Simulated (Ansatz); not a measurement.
A CCSD(T) single point on CH$_{7}$ClO$_{3}$Si$_{2}$, SMILES `CO[Si@@H](O)[Si@@H](O)Cl`.

```yaml
crystal:
  periodic: [false, false, false]
  atoms:
    - {symbol: C, position_ang: [-0.328327, 2.163096, 0.394736]}
    - {symbol: O, position_ang: [0.409398, 1.118877, 0.993629]}
    - {symbol: Si, position_ang: [1.031788, -0.147330, 0.158378]}
    - {symbol: O, position_ang: [2.081989, -0.953707, 1.119435]}
    - {symbol: Si, position_ang: [-0.621893, -1.715548, -0.394039]}
    - {symbol: O, position_ang: [-1.898094, -0.827624, -0.933354]}
    - {symbol: Cl, position_ang: [0.072499, -2.953045, -1.900037]}
    - {symbol: H, position_ang: [-1.310108, 1.813129, 0.062033]}
    - {symbol: H, position_ang: [-0.467136, 2.949224, 1.138223]}
    - {symbol: H, position_ang: [0.202295, 2.586198, -0.466048]}
    - {symbol: H, position_ang: [1.690325, 0.389986, -1.070180]}
    - {symbol: H, position_ang: [2.862396, -0.490910, 1.429281]}
    - {symbol: H, position_ang: [-1.041588, -2.637765, 0.693147]}
    - {symbol: H, position_ang: [-2.683553, -1.294592, -1.225194]}
basis:
  gaussian: {orbitals: def2-TZVPP}
correlation: {method: ccsd_t}
```

```sh
$ ansatz run in.yaml --threads 2 --pin off --events-out ev --progress --plain --max-ram 32768MiB --backend cuda --devices 0, --max-vram 18GiB
```

Output of Ansatz, abridged:

```
Functional definition: HF
2077 factors; integrals over basis functions are off by at most 8.8e-4 eV
mean field evaluation 1: about -35483.6646 eV, gradient 5.7e1 eV
mean field evaluation 2: about -35484.1222 eV, gradient 5.8e1 eV
mean field evaluation 4: about -35490.3904 eV, gradient 4.4e0 eV
mean field evaluation 8: about -35490.4847 eV, gradient 3.4e-1 eV
mean field -35490.48510963 eV, -1304.2512714639 hartree, gradient 6.4e-6 eV, S^2 0.000000; 0 other end points of the search recorded, 0 dependent functions left out
19 core orbitals not correlated: weight in the atoms' cores, before any rotation towards them, 1.000 or more for the frozen orbitals, at most 0.000 for the correlated occupied ones
reference -35490.48510963 eV, -1304.2512714639 hartree; 22, 22 occupied and 307, 307 virtual orbitals, 2077 factors
second order -35.69503376 eV of doubles, -0.00000000 eV of singles
cycle   1  -36.20845354 eV  change   -5.1e-1 eV  update   1.2e-1
cycle   2  -37.02411944 eV  change   -8.2e-1 eV  update   3.6e-2
cycle   3  -37.20993944 eV  change   -1.9e-1 eV  update   1.8e-2
cycle   4  -37.19002008 eV  change    2.0e-2 eV  update   4.0e-3
cycle   5  -37.18779911 eV  change    2.2e-3 eV  update   2.0e-3
cycle   6  -37.18910496 eV  change   -1.3e-3 eV  update   6.1e-4
cycle   7  -37.18882747 eV  change    2.8e-4 eV  update   2.5e-4
cycle   8  -37.18870588 eV  change    1.2e-4 eV  update   7.7e-5
cycle   9  -37.18873507 eV  change   -2.9e-5 eV  update   3.0e-5
perturbative correction -1.39706687 eV, -0.0513412607 hartree
Total energy: -35529.07091157 eV, -1305.6692735310 hartree
```

It took 14 s on 2 threads of an AMD EPYC 7R13 on a shared host and a share of an NVIDIA H100 80 GB, with 0.82 GiB of host memory at the peak.

The correlation energy is -38.586 eV, 3.6 % of it from (T); the T1 diagnostic reads 0.0116.
